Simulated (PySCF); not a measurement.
Compound: C₈H₁₀F (charge +1).
Cartesian coordinates in Å at the PBE0-D3(BJ)/def2-SVP level; atoms count from 1:
```xyz
19
C8H10F angstrom
C      3.0764   -0.0959   -0.4231
C      1.9144    0.2282   -0.5002
C      0.5296    0.6458   -0.6097
C     -0.5016   -0.3675   -0.2732
C     -0.0612   -1.6415    0.2956
C     -1.8803   -0.1347   -0.4539
C     -2.4663    0.9091   -1.4349
C     -2.4948    1.3054   -0.0533
F     -1.6509    2.2322    0.3746
H      4.1151   -0.3750   -0.3565
H      0.3274    1.0680   -1.6118
H      0.3309    1.5054    0.0689
H      0.6309   -1.4488    1.1363
H     -0.8772   -2.3092    0.5915
H      0.5920   -2.1346   -0.4518
H     -2.5438   -0.9594   -0.1846
H     -1.7498    1.4179   -2.0861
H     -3.3906    0.5715   -1.9115
H     -3.3766    1.1985    0.5877
```

Level of theory: PySCF, TDDFT wB97X-D/def2-SVPD, vertical, gas phase, core orbitals frozen in the response.

Frontier orbitals with the atoms that hold most of them (Löwdin shares over 4%, at most four atoms; ? is withheld):

| orbital | ε (eV) | atoms |
| --- | --- | --- |
| HOMO-3 | -16.47 | C7 27%, C6 17%, F9 15%, C8 15% |
| HOMO-2 | -15.61 | C6 27%, C8 17%, F9 16%, C4 10% |
| HOMO-1 | -13.91 | ? |
| HOMO | -13.75 | C2 41%, C1 41%, C3 7% |
| LUMO | -5.99 | ? |
| LUMO+1 | -1.70 | C6 14%, H16 12%, C8 11%, C5 10% |
| LUMO+2 | -1.51 | H11 15%, C3 14%, H17 12%, C2 11% |

**Question.** Which atoms hold the LUMO, and with what shares?

**Answer.** C4 (bonded to 3 C) 43%; C8 (bonded to 2 C, F and H) 12%; C5 (bonded to C and 3 H) 8%; C6 (bonded to 3 C and H) 8%.

**Question.** Give the leading atoms of the HOMO-1.

**Answer.** C2 (bonded to 2 C) 42%; C1 (bonded to C and H) 41%; C3 (bonded to 2 C and 2 H) 6%.

**Question.** The HOMO–LUMO gap is 7.76 eV. Where does the response calculation put the lowest singlet, and from which orbitals?

**Answer.** S1 is at 3.85 eV (f = 0.0039), 3.91 eV below the gap, made of HOMO-1→LUMO (89%), HOMO→LUMO (10%). Its leading pair isn't HOMO and LUMO; the energies of that pair differ by 7.91 eV. 

**Question.** Give energy, strength and leading configuration of S1, S2 and S3, and follow the Löwdin shares of the leading atoms from the occupied to the empty orbital.

**Answer.** 
- S1 (3.85 eV, f 0.0039), HOMO-1→LUMO (89%): C2 42% → at most 8%, C1 41% → at most 8%, C4 at most 4% → 43%, C8 at most 4% → 12%
- S2 (3.90 eV, f 0.055), HOMO→LUMO (90%): C2 41% → at most 8%, C1 41% → at most 8%, C4 at most 4% → 43%, C8 at most 4% → 12%
- S3 (5.37 eV, f 0.126), HOMO-2→LUMO (70%): C6 27% → 8%, C8 17% → 12%, C4 10% → 43%

Löwdin shares depend on the basis, the more so with diffuse functions.

One conformer stands for the species.
